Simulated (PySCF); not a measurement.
Estimate the missing entries of this data sheet.

Species: C₃H₈OSSi.
SMILES: `CC(=S)CO[SiH3]`

Conformer (atom-mapped SMILES and torsion angles): `[CH3:1][C:2](=[S:3])[CH2:4][O:5][SiH3:6]`: C1–C2–C4–O5 -5°, C2–C4–O5–Si6 180°.

```json
{"property": "rotational constants A, B, C", "level": "PBE0-D3(BJ)/def2-SVP", "value": "?"}
{"property": "dipole moment", "level": "CAM-B3LYP/def2-SVPD", "value": "2.60 D"}
{"property": "HOMO energy", "level": "CAM-B3LYP/def2-SVPD", "value": "?"}
{"property": "LUMO energy", "level": "CAM-B3LYP/def2-SVPD", "value": "-0.96 eV"}
{"property": "lowest singlet excitation", "level": "TDDFT CAM-B3LYP/def2-SVPD", "value": "?"}
{"property": "strongest line among the 6 lowest singlet transitions", "level": "TDDFT CAM-B3LYP/def2-SVPD", "value": "?"}
{"property": "static isotropic polarisability", "level": "CAM-B3LYP/def2-SVPD", "value": "?"}
{"property": "electronic spatial extent ⟨r²⟩ about the centre of nuclear charge", "level": "CAM-B3LYP/def2-SVPD", "value": "?"}
```

The electronic properties come from PySCF, for the isolated species, density fitting. Isolated species at its PBE0-D3(BJ)/def2-SVP geometry (one conformer only).

(1) What is the strongest line among the 6 lowest singlet transitions?

(2) Give the static isotropic polarisability.

(3) What is the lowest singlet excitation?

(4) The rotational constants A, B, C?

(5) What is the electronic spatial extent ⟨r²⟩ about the centre of nuclear charge?

(6) What is the HOMO energy?

Answers

(1) S2 at 5.35 eV (232 nm, f = 0.198).

(2) 90.3 au.

(3) 2.62 eV (473 nm, f = 0.000).

(4) 6.433, 0.946, 0.841 GHz.

(5) 1317 bohr².

(6) -7.82 eV.

The principal polarisabilities are 70.0, 85.8 and 115.2 au; their mean is the isotropic value. 1 of the 6 computed singlets lies in the visible range (750 to 380 nm, 1.65 to 3.26 eV), with an oscillator strength of 0.000. The rotational constants make it an asymmetric top with κ = (2B − A − C)/(A − C) = -0.96, nearer the prolate limit (−1). The polarisability is 13.39 Å³ as a volume (1 au = 0.148185 Å³), or 1.41 au for each of the 64 electrons. With B = h/(8π²I), that is 505.379 GHz u Å² over I, the principal moments of inertia are 78.6, 534.5 and 600.7 u Å² (most abundant isotopes); the inertial defect Ic − Ia − Ib is -12.4 u Å² (zero for a rigid planar frame, negative otherwise). The dipole matches unit charges of opposite sign 0.54 Å apart (1 e·Å = 4.8032 D).

For the TDDFT job (CAM-B3LYP/def2-SVPD), time: 33 s; peak memory 0.94 GiB. Hardware: one thread, Arm Neoverse V1 (aarch64), no GPU, shared host with 32 logical CPUs at a one-minute load of 8.6.
